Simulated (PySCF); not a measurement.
H6NSi2, SMILES [SiH2]N[SiH3] (connectivity only; charge and spin as stated), charge +1, multiplicity 1.

The structure is a stationary point at TPSSh-D3(BJ)/def2-SVP. The spin state was assumed, not searched. The isomer is the one that the SMILES or the coordinates give; other isomers of the formula were not compared.

Two levels are set side by side: PBE/def2-TZVPD (PySCF) and ωB97X/def2-TZVPD (PySCF). Same geometry, gas phase. Differences are taken from unrounded values.

```tsv
quantity	ωB97X	PBE	PBE minus ωB97X
orbital gap (eV)	10.55	3.89	-6.66
highest occupied level (eV)	-16.18	-12.60	3.58
lowest empty level (eV)	-5.63	-8.71	-3.08
mean polarisability (bohr³)	54.1	58.0	3.9
```

PBE's occupied levels lie high since its potential decays too fast outside the molecule; exact exchange lowers them and widens the gap. Loosely held outer electrons make PBE densities more polarisable. Differences between two approximate levels are no errors against the true value.

Rough cost on one machine, each run with all the roots and properties that it gave: ωB97X against PBE within a factor of 2.
